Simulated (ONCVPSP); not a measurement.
# u(r) = r·R(r): atom against pseudo-atom (iron)

Columns: radius, all-electron u(r) and pseudo u(r) of the 3d shell (level -7.50 eV) of iron in the configuration [Ne] 3s2 3p6 3d6 4s2; PBE, scalar-relativistic, ONCV scheme, ONCVPSP 4.0.1.

| r (bohr) | all-electron | pseudo |
| --- | --- | --- |
| 0.078 | 0.0391 | 0.0036 |
| 0.155 | 0.1758 | 0.0266 |
| 0.232 | 0.3586 | 0.0838 |
| 0.310 | 0.5383 | 0.1829 |
| 0.388 | 0.6867 | 0.3203 |
| 0.465 | 0.7952 | 0.4815 |
| 0.542 | 0.8673 | 0.6501 |
| 0.620 | 0.9077 | 0.8083 |
| 0.698 | 0.9219 | 0.9351 |
| 0.775 | 0.9166 | 1.0173 |
| 0.852 | 0.8979 | 1.0523 |
| 0.930 | 0.8696 | 1.0429 |
| 1.008 | 0.8353 | 0.9980 |
| 1.085 | 0.7981 | 0.9314 |
| 1.162 | 0.7592 | 0.8552 |
| 1.240 | 0.7195 | 0.7784 |
| 1.318 | 0.6801 | 0.7094 |
| 1.395 | 0.6423 | 0.6526 |
| 1.472 | 0.6058 | 0.6075 |
| 1.550 | 0.5704 | 0.5705 |
| 1.628 | 0.5368 | 0.5368 |
| 1.705 | 0.5053 | 0.5053 |
| 1.782 | 0.4756 | 0.4756 |
| 1.860 | 0.4472 | 0.4472 |
| 1.938 | 0.4205 | 0.4205 |
| 2.015 | 0.3958 | 0.3958 |

Task: How many radial nodes do the two functions have?

Result: The all-electron 3d function has n − l − 1 = 0; the pseudo-wave has 0.

Task: At about which radius was the pseudo-wave matched?

Result: 1.55 bohr, where the columns begin to agree (steps of 0.08 bohr).

Task: Where does each function peak?

Result: Outermost all-electron maximum near 0.70 bohr, pseudo maximum near 0.85 bohr (to the table’s step).

Task: Is the pseudo-wave norm-conserving?

Result: Yes: the ONCV scheme keeps the norm inside the radius equal to the all-electron one, which fixes the energy derivative of the logarithmic derivative at the level.
